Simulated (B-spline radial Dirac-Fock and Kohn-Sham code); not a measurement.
**What relativity does to the binding energies of Tc³⁺**

System: technetium as Tc³⁺, [Kr] 4d4.

Both columns are ΔSCF binding energies of the configuration average from a radial B-spline solver: non-relativistic Hartree-Fock with a point nucleus, and Dirac-Fock with a finite nucleus and the Coulomb interaction alone, averaged over the two j levels with weights 2j+1.

```
shell  Hartree-Fock (eV)  Dirac-Fock (eV)  shift (eV)  shift (%)
   1s            20603.6          21148.6     +545.05      +2.65
   2s             2971.4           3100.6     +129.18      +4.35
   2p             2733.0           2767.7      +34.74      +1.27
   3s              569.3            594.3      +25.01      +4.39
   3p              475.8            482.6       +6.81      +1.43
   3d              304.5            300.3       -4.22      -1.38
   4s              114.0            118.2       +4.21      +3.69
   4p              83.71            84.60       +0.88      +1.06
   4d              41.14            40.60       -0.54      -1.31
```

Relativity binds 1s, 2s, 2p, 3s, 3p, 4s, 4p more strongly, among those listed most of all 3s in relative terms, and 3d, 4d more weakly, because the contracted s and p shells screen the nucleus better.

Values without a named source are computed, but for edge energies of neutral atoms, which are taken from tables.
